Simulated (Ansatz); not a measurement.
Cost and result for the atomization energy of CAlCl$_{2}$N (`N#[C][Al]([Cl])[Cl]`) (5 atoms, 4 bonds).

Total charge 0; spin multiplicity 1. All single points use the PBE0-D4/def2-TZVP geometry. Program: Ansatz. All runs use 2 threads of a server CPU on a shared host. Times are those of one run each, without the atoms' runs, and a repeat can differ threefold. Electronic energies, without spin–orbit coupling; frozen cores. CCSD(T)/CBS adds CCSD(T) − MP2 in def2-TZVPP to the MP2 limit, and its time is that of the two runs behind it. T1 = 0.011. B3LYP takes the VWN-RPA correlation (the form of Gaussian; ORCA's B3LYP/G).

CCSD(T)/CBS is a level of theory with its own doubt, some kJ/mol a heavy atom from the limit and from the frozen cores, so smaller differences don't rank the functionals.

```
                            level  functions  wall time
           LDA (SPW92)/def2-TZVPP        188     0.85 s
             revPBE-D4/def2-TZVPP        188      1.3 s
                 CCSD(T)/def2-SVP         82      1.4 s
  PBE-D4/def2-TZVPP (with forces)        188      1.6 s
               PBE0-D4/def2-TZVPP        188      1.8 s
               RPA@PBE/def2-TZVPP        188        3 s
B3LYP-D4/def2-TZVPP (with forces)        188        3 s
            r2SCANh-D4/def2-TZVPP        188      3.3 s
              PBE-QIDH/def2-TZVPP        188      3.3 s
                B2PLYP/def2-TZVPP        188      3.5 s
                   MP2/def2-QZVPP        324      9.5 s
               CCSD(T)/def2-TZVPP        188       26 s
                CCSD(T)/CBS(def2)          –       35 s
```

Question: What atomization energy does each give, and how far from CCSD(T)/CBS? (Estimate.)

Answer: Ansatz gave: 
```json
{"level": "LDA (SPW92)/def2-TZVPP", "atomization (kcal/mol)": "562.1", "difference from CCSD(T)/CBS": "69.7", "per bond": "17.4"}
{"level": "revPBE-D4/def2-TZVPP", "atomization (kcal/mol)": "491.9", "difference from CCSD(T)/CBS": "-0.5", "per bond": "-0.1"}
{"level": "CCSD(T)/def2-SVP", "atomization (kcal/mol)": "459.6", "difference from CCSD(T)/CBS": "-32.8", "per bond": "-8.2"}
{"level": "PBE-D4/def2-TZVPP (with forces)", "atomization (kcal/mol)": "508.0", "difference from CCSD(T)/CBS": "15.6", "per bond": "3.9"}
{"level": "PBE0-D4/def2-TZVPP", "atomization (kcal/mol)": "491.7", "difference from CCSD(T)/CBS": "-0.7", "per bond": "-0.2"}
{"level": "RPA@PBE/def2-TZVPP", "atomization (kcal/mol)": "443.2", "difference from CCSD(T)/CBS": "-49.2", "per bond": "-12.3"}
{"level": "B3LYP-D4/def2-TZVPP (with forces)", "atomization (kcal/mol)": "486.3", "difference from CCSD(T)/CBS": "-6.1", "per bond": "-1.5"}
{"level": "r2SCANh-D4/def2-TZVPP", "atomization (kcal/mol)": "487.4", "difference from CCSD(T)/CBS": "-5.0", "per bond": "-1.2"}
{"level": "PBE-QIDH/def2-TZVPP", "atomization (kcal/mol)": "489.9", "difference from CCSD(T)/CBS": "-2.5", "per bond": "-0.6"}
{"level": "B2PLYP/def2-TZVPP", "atomization (kcal/mol)": "486.9", "difference from CCSD(T)/CBS": "-5.5", "per bond": "-1.4"}
{"level": "MP2/def2-QZVPP", "atomization (kcal/mol)": "512.8", "difference from CCSD(T)/CBS": "20.4", "per bond": "5.1"}
{"level": "CCSD(T)/def2-TZVPP", "atomization (kcal/mol)": "474.5", "difference from CCSD(T)/CBS": "-17.9", "per bond": "-4.5"}
{"level": "CCSD(T)/CBS(def2)", "atomization (kcal/mol)": "492.4", "difference from CCSD(T)/CBS": "0.0", "per bond": "0.0"}
```

From BLYP to BHLYP (50 % exact exchange), in def2-TZVPP and without D4, the atomization energy moves by −24.1 kcal/mol: exact exchange takes away binding that semilocal exchange gives to molecules. At CCSD(T), def2-SVP lies −32.9 kcal/mol from the extrapolated value and def2-TZVPP −17.9 kcal/mol: correlation converges slowly with the basis, and small sets miss more of it in the bonded molecule than in its fragments. Leaving LDA and LC-ωPBE aside and taking each functional with its dispersion term where it has one, the values, not all of them listed here, spread over 42.7 kcal/mol, from BHLYP-D4 to PBE-D4. LDA lies +57.6 kcal/mol from PBE without D4, its usual overbinding.
